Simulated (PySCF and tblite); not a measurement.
The numbers below are computed, except where a source is named.
2 E/Z isomers of C₂H₃BBrFO₂, numbered alike:

```json
{"isomer": "A", "SMILES": "[OH:1][B:2]([OH:3])/[C:4]([F:5])=[CH:6]/[Br:7]", "descriptors": "4=6 Z"}
{"isomer": "B", "SMILES": "[OH:1][B:2]([OH:3])/[C:4]([F:5])=[CH:6]\\[Br:7]", "descriptors": "4=6 E"}
```

Each isomer is a Boltzmann average at 298.15 K over at most 6 conformers: GFN2-xTB geometries, energies PBE0/def2-SVP (IEF-PCM, water) (D3(BJ) added where defined), GFN2-xTB thermal terms. Programs: PySCF with density fitting and tblite.

(1) Rank the isomers by free energy at 298.15 K.

The search found a single conformer for at least one isomer; other rotamers may be missing.

Answers

(1) 
```csv
isomer,ΔG (kcal/mol),"ΔE, lowest conformer",conformers,largest weight %,rms dipole (D)
A,0.0,0.0,1,100,2.68
B,4.8,4.6,1,100,1.70
```
